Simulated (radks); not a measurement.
Fractional charge and spin in the 5p shell of tungsten: the spin-up occupation runs from 2 to 3 and the spin-down occupation from 2 to 3; the fullest corner is W2+, [Kr] 4d10 4f14 5s2 5d(up 2, down 2) 5p(up 3, down 3). All-electron calculation, scalar-relativistic Kohn-Sham, r2SCAN, spin-polarised, spherical densities, finite nucleus; meta-GGA in the generalised Kohn-Sham scheme; Fermi nuclear charge, rms radius of each element as measured or else 0.836 A^(1/3) + 0.57 fm. Program: a radial shooting solver on a logarithmic mesh with Libxc functionals. Energy (eV) above the fullest corner. The planes named below are the two flat planes that join the four corners, with an edge along up + down = one added electron.

\begin{tabular}{lrrrrr}
down \ up & 2 & 2.25 & 2.5 & 2.75 & 3 \\ \hline
2 & 150.410 & 128.218 & 106.971 & 86.661 & 67.275 \\
2.25 & 128.218 & 107.067 & 86.847 & 67.547 & 49.154 \\
2.5 & 106.971 & 86.847 & 67.637 & 49.330 & 31.912 \\
2.75 & 86.661 & 67.547 & 49.330 & 31.998 & 15.533 \\
3 & 67.275 & 49.154 & 31.912 & 15.533 & 0.000 \\
\end{tabular}

Corners above the fullest one (they belong to W3+ and the next ion): (up 3, down 2) 67.275 eV, (up 2, down 3) 67.275 eV, (up 2, down 2) 150.41 eV. With half an added electron in each spin the energy lies 0.363 eV from the planes, and with half an added electron in spin up alone -1.871 eV. The planes are only a guide here: the flat-plane condition holds for ground states with one frontier orbital, while this shell lies below other occupied shells, so the corners above the fullest one are inner-hole states and not the ground states of those ions.
